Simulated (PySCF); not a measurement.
GaH₄O₂P, SMILES [OH][Ga]([OH])[PH2]. The structure is a stationary point at PBE-D3(BJ)/def2-SVP. The structure was generated by enumeration; whether it is a known compound was not checked. Other conformers were not sampled.

Computed equilibrium geometry at PBE-D3(BJ)/def2-SVP (PySCF confirms it by a frequency run) as bond lengths and angles, and its point group (one conformer of several):
point group Cs.
Atoms: Ga1 O2 H3 O4 H5 P6 H7 H8. Bonds (Å): Ga1–O2 1.810, Ga1–O4 1.810, Ga1–P6 2.312, O2–H3 0.975, O4–H5 0.975, P6–H7 1.442, P6–H8 1.442. Bond angles (°): O2–Ga1–O4 120.5, O2–Ga1–P6 119.7, O4–Ga1–P6 119.7, Ga1–O2–H3 113.5, Ga1–O4–H5 113.5, Ga1–P6–H7 91.1, Ga1–P6–H8 91.1, H7–P6–H8 93.1.
Charge 0, spin multiplicity 1.
